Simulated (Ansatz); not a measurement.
`COBC=O`. Charge 0, multiplicity 1.

```xyz
10

C     0.747   -1.159   -1.077
O    -0.259   -0.427   -0.402
B     0.019    0.526    0.493
C    -1.243    1.249    1.156
O    -1.132    2.128    1.979
H     0.629   -1.005   -2.151
H     1.745   -0.840   -0.766
H     0.614   -2.219   -0.856
H     1.144    0.823    0.782
H    -2.265    0.924    0.841
```

(1) What are the harmonic wavenumbers in cm⁻¹ at PBE0-D4/def2-TZVP (Ansatz, finite differences of forces, unscaled)? (Best estimate.)

(2) Is this a minimum?

(3) Give the ideal-gas thermochemistry at 298.15 K and 1 bar (rigid rotor, harmonic oscillator; point group Cs, symmetry number 1).

(4) And at 400, 500, 600, 800 and 1000 K?

(5) Rotational constants (cm⁻¹)?

Answers

(1) The calculation gave: 54, 142, 179, 198, 401, 452, 750, 983, 998, 1017, 1115, 1187, 1205, 1373, 1433, 1487, 1494, 1512, 1791, 2609, 2839, 3049, 3135, 3140.

(2) Yes, all 24 modes are real.

(3) Zero-point energy 194.7 kJ/mol; H(298) − E = 213.8 kJ/mol; entropy 327.9 J/(mol·K), of which translation 162.2, rotation 105.3, vibration 60.4; G(298) − E = 116.0 kJ/mol. Modes under 100 cm⁻¹ are hindered rotations or soft bends, so the harmonic entropy is rough.

(4) 
| T (K) | H − E (kJ/mol) | S (J/mol/K) | G − E (kJ/mol) |
| --- | --- | --- | --- |
| 400 | 223.8 | 356.6 | 81.1 |
| 500 | 235.3 | 382.3 | 44.2 |
| 600 | 248.4 | 406.1 | 4.7 |
| 800 | 278.2 | 448.8 | -80.8 |
| 1000 | 311.9 | 486.3 | -174.4 |

(5) 1.152, 0.07161, 0.06828.
